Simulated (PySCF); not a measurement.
Species: CH$_{3}$NSi, SMILES `N#C[SiH3]` (charge 0, multiplicity 1).

Question: Estimate the HOMO–LUMO gap, dipole moment and HOMO that PBE-D3(BJ)/def2-TZVP (PySCF 2.14.0) returns for this input.

Answer: 
```
Quantity          Value
-------------  --------
HOMO–LUMO gap   6.78 eV
dipole moment    3.40 D
HOMO           -8.48 eV
```
